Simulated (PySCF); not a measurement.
## How methods differ on the excitation energy of Cl²⁺

Cl²⁺ [Ne] 3s2 3p3 (4S) → Cl²⁺ [Ne] 3s1 3p4 (4P), as a difference of total energies. Computed with PySCF 2.14 in x2c-TZVPPall, with scalar relativity by spin-free X2C-1e. Correlated levels: valence: [Ne] frozen. The calculations carry no spin-orbit coupling.

```csv
method,excitation energy (cm⁻¹)
UHF,105090
MP2 (valence),104480
SCS-MP2 (valence),104360
CCSD (valence),99956
CCSD(T) (valence),99091
```

A first-order spin-orbit estimate (lowest level to lowest level, LS coupling) adds -0.048 eV.

The coupled-cluster amplitudes are large for the upper state (T1 above 0.03 or a double amplitude above 0.15), so a single reference is strained.
